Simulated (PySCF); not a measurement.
Harmonic spectrum computed at PBE0 in the def2-TZVP basis family (core potentials from Rb on, PySCF, no spin–orbit coupling):

```json
{"symmetry": "a1", "ω (cm⁻¹)": "1062", "IR (km/mol)": "1.8"}
{"symmetry": "a1", "ω (cm⁻¹)": "2454", "IR (km/mol)": "7.4"}
{"symmetry": "b2", "ω (cm⁻¹)": "2469", "IR (km/mol)": "6.9"}
```

Task: Which molecule gave it? In each, all ligands are bound to the one heavy central atom.
A. SbH₂ (doublet)
B. H₂Se (singlet)
C. GeH₂ (singlet)
D. AsH₂ (doublet)

Result: B. It has C2v symmetry with Se–H 1.467 Å (×2).
